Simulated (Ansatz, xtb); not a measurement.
# Two isomers of C3H9NSn

Structure I: `CC[NH][Sn][CH3]`, a singlet. Structure II: `C[CH](C)[Sn][NH2]`, a singlet. Both are isolated molecules in the gas phase, relaxed with PBE0-D4/def2-SVP; the shapes shown needn't be the lowest conformers.

I (Å):

```xyz
14

C     0.3871    0.0712   -1.4500
C    -0.4805   -0.1021   -0.2096
C     1.1447   -0.1775    2.7624
N    -0.6507    1.1134    0.5482
Sn    0.0829    1.7173    2.3544
H    -0.0432    0.8214   -2.1334
H     0.4828   -0.8744   -2.0074
H     1.3961    0.4141   -1.1721
H    -0.0301   -0.8658    0.4441
H    -1.4651   -0.5109   -0.5127
H    -1.1944    1.8068    0.0387
H     1.6859   -0.1141    3.7185
H     1.8714   -0.4025    1.9646
H     0.4335   -1.0180    2.8227
```

II (Å):

```xyz
14

C     0.2920    0.6060    2.6532
C     0.2668    0.7643    1.1384
C    -1.1424    0.6598    0.5695
N     0.5740   -2.2936    0.8457
Sn    1.6395   -0.7092    0.1563
H     1.3040    0.7338    3.0731
H    -0.0623   -0.3903    2.9679
H    -0.3587    1.3492    3.1516
H     0.6808    1.7552    0.8788
H    -1.5873   -0.3328    0.7541
H    -1.8221    1.4047    1.0250
H    -1.1699    0.8257   -0.5207
H    -0.2608   -2.2370    1.4226
H     0.8154   -3.2608    0.6554
```

Quicker runs give these differences E(II) − E(I): GFN2-xTB +4.5 kcal/mol; HF/STO-3G +4.5 kcal/mol (at GFN2-xTB geometries); r2SCAN-D4/def2-SVP 0.0 kcal/mol (at GFN2-xTB geometries).

Q: Which of the two would you expect CCSD(T)/def2-SVP + ΔMP2/def2-TZVPP electronic energies to favour?

A: Structure II; the calculation gives E(II) − E(I) = −2.8 kcal/mol.

The same difference at several levels:

```json
{"level": "GFN2-xTB", "geometry": "GFN2-xTB", "E(II) − E(I) (kcal/mol)": "+4.5", "departure from the last row (kcal/mol)": "+7.3", "job, with rough time for the two": "optimisation, 0.28 s"}
{"level": "HF/STO-3G", "geometry": "GFN2-xTB", "E(II) − E(I) (kcal/mol)": "+4.5", "departure from the last row (kcal/mol)": "+7.2", "job, with rough time for the two": "single point, 0.9 s"}
{"level": "r2SCAN-D4/def2-SVP", "geometry": "GFN2-xTB", "E(II) − E(I) (kcal/mol)": "0.0", "departure from the last row (kcal/mol)": "+2.7", "job, with rough time for the two": "single point, 5 s"}
{"level": "PBE0-D4/def2-SVP", "geometry": "PBE0-D4/def2-SVP", "E(II) − E(I) (kcal/mol)": "−0.8", "departure from the last row (kcal/mol)": "+1.9", "job, with rough time for the two": "optimisation, 76 s"}
{"level": "HF/def2-SVP", "geometry": "PBE0-D4/def2-SVP", "E(II) − E(I) (kcal/mol)": "+0.5", "departure from the last row (kcal/mol)": "+3.3", "job, with rough time for the two": "part of the CCSD(T) run"}
{"level": "MP2/def2-SVP", "geometry": "PBE0-D4/def2-SVP", "E(II) − E(I) (kcal/mol)": "−1.9", "departure from the last row (kcal/mol)": "+0.8", "job, with rough time for the two": "part of the CCSD(T) run"}
{"level": "CCSD(T)/def2-SVP", "geometry": "PBE0-D4/def2-SVP", "E(II) − E(I) (kcal/mol)": "−1.2", "departure from the last row (kcal/mol)": "+1.5", "job, with rough time for the two": "single point"}
{"level": "CCSD(T)/def2-SVP + ΔMP2/def2-TZVPP", "geometry": "PBE0-D4/def2-SVP", "E(II) − E(I) (kcal/mol)": "−2.8", "departure from the last row (kcal/mol)": "", "job, with rough time for the two": "single point, 78 s"}
```

As drawn, II has 1 C–C, 1 N–H in place of 1 C–N, 1 C–H.

GFN2-xTB, HF/STO-3G, HF/def2-SVP put the two in the other order. r2SCAN-D4/def2-SVP finds them nearly level. The largest departure from CCSD(T)/def2-SVP + ΔMP2/def2-TZVPP is that of GFN2-xTB, 7.3 kcal/mol. The last row adds to CCSD(T) the change of the MP2 difference between the two basis sets, here −1.5 kcal/mol.

With thermal terms from frequencies at re-optimised GFN2-xTB minima (ideal gas, soft modes damped towards free rotors, one conformer each, 298.15 K, 1 atm): on the last row, ΔE + ΔZPE = −2.6, ΔH = −2.6, ΔG = −2.1 kcal/mol.

The correlated steps freeze 8 core orbitals; the filled d shell of Sn is correlated, in a basis made for valence electrons. Atoms past krypton carry core potentials in the def2 sets, other sets are all-electron and non-relativistic, and no spin–orbit term is included. Run with Ansatz 0.2.0, xtb 6.7.1; the last row on 2 threads of Arm Neoverse V2 on a shared host.
